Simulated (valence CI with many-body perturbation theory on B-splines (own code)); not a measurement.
# Sensitivity of CI+MBPT for Ti17+

Calculated by valence CI with perturbative core correlation (CI+MBPT): three valence electrons over a frozen Dirac-Fock core [He], radial functions for each j: 6 s, 6 p, 5 d, 3 f, 1 g, with the one-electron correlation potential Σ1 (screened to all orders), the two-electron term Σ2, the three-electron term Σ3, Breit, model QED; selected single and double excitations, second order for the rest, scaled by the run's own slope (own B-spline code, finite nucleus).

No measured spectrum was set against this ion. As an estimate, levels of excited configurations hold to 0.05 to 0.15 % of their energy, terms of the ground configuration to about 0.5 %.

The reference run has the lowest level 2s²2p ²P°_1/2 and an ionisation energy of 1220.38 eV. Its largest variational space holds 4165 state functions.

Names give the largest LS component (configuration and term), which can be under half, so a name can repeat, a term be missing and a line seem to break the LS rules; names also repeat where a configuration has a term twice.

Changed runs:
A. QED terms on → off
B. screening of Σ1 on → off
C. correlating orbitals by l 3 3 3 2 1 → 4 4 0 0 0; Breit term on → off
D. scale of Σ1 1 → -1 (bad on purpose)

Excitation energies of the reference run in cm⁻¹, and shifts in cm⁻¹:

| Level | Reference | A | B | C | D |
| --- | --- | --- | --- | --- | --- |
| 2s²2p ²P°_3/2 | 56253 | -132 | -0.1 | +2231 | -177 |
| 2s2p² ⁴P_1/2 | 309348 | +1854 | +2.7 | -3941 | +2494 |
| 2s2p² ⁴P_3/2 | 332818 | +1784 | +2.6 | -2990 | +2402 |
| 2s2p² ⁴P_5/2 | 360259 | +1719 | +2.6 | -448 | +2316 |
| 2s2p² ²D_3/2 | 556190 | +1782 | +2.3 | +4171 | +2330 |
| 2s2p² ²D_5/2 | 562084 | +1748 | +2.3 | +4886 | +2286 |
| 2s2p² ²S_1/2 | 674332 | +1875 | +2.2 | +2425 | +2414 |
| 2s2p² ²P_1/2 | 734371 | +1744 | +2.1 | +4843 | +2240 |
| 2s2p² ²P_3/2 | 747644 | +1762 | +2.2 | +7118 | +2282 |
| 2p³ ⁴S°_3/2 | 962065 | +3729 | +5.2 | -1407 | +4955 |
| 2p³ ²D°_3/2 | 1079190 | +3740 | +4.9 | +3725 | +4907 |
| 2p³ ²D°_5/2 | 1089390 | +3699 | +4.9 | +6216 | +4857 |
| Ionisation energy (eV) | 1220.38 | -0.024 | -0.0026 | +0.016 | -0.60 |
